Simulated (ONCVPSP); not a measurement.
## scandium: ONCV pseudisation with LDA (Perdew-Wang 92), scalar-relativistic reference atom.

* Element: scandium
* Generator: ONCVPSP 4.0.1
* Type: optimised norm-conserving Vanderbilt (ONCV)
* Functional: LDA (Perdew-Wang 92)
* Relativity: scalar-relativistic
* Frozen core: [Ne] 3s2
* Valence charge: 9
* Reference configuration: 3p6 3d1 4s1 (charge +1)
* Partial waves: 4s: rc 2.30 bohr, ncon 3, nbas 6, qcut 3 1/bohr, 2 projectors, debl 0.5 Ha; 3p: rc 1.30 bohr, ncon 4, nbas 8, qcut 13.5 1/bohr, 2 projectors, debl 1.4 Ha; 3d: rc 2.85 bohr, ncon 5, nbas 10, qcut 6.6 1/bohr, 2 projectors, debl 0.9 Ha; f scattering state at 0.02 Ha: rc 2.25 bohr, ncon 4, nbas 8, qcut 4.8 1/bohr, 2 projectors, debl 3 Ha
* Local potential: polynomial inside 1.15 bohr (lpopt 5, dvloc0 0 Ha)
* Core correction: Teter function fitted to the true core (icmod 2), fcfact 0.75

In the p channel the program set the typed energies aside and used -1.493, 0.250 Ha.

All-electron outer shells of the reference configuration (LDA (PZ), scalar-relativistic, ld1.x):

```
shell  level (eV)  outermost node (bohr)  outermost maximum (bohr)
   3s      -61.79                   0.42                      0.92
   3p      -40.63                   0.39                      0.97
   3d      -10.23                      –                      1.08
   4s       -9.96                   1.32                      2.91
```

Problem. Does the generator finish with these settings?

Solution. Yes, a potential is produced and its reference levels are reproduced.

Problem. Estimate the cutoffs (Ha) at which the residual kinetic energy of the hardest occupied pseudo-wave falls to 1 and 0.1 mHa per electron.

Solution. 36 Ha and 49 Ha.

Problem. Does the potential have ghost states?

Solution. Ghosts flagged at negative energy: s at -55.1 eV; GHOST(+) flagged for f at 68.7 eV. A true bound ghost makes a file unfit for plane-wave use.

Problem. Which valence shell sets the plane-wave cutoff?

Solution. 3p: 36 Ha for 1 mHa per electron, against 15 Ha for 3d.

Its largest configuration-test error is +3.2 meV (3p6 3d1 4s0). 1 of 4 tests not solved or not reliable.
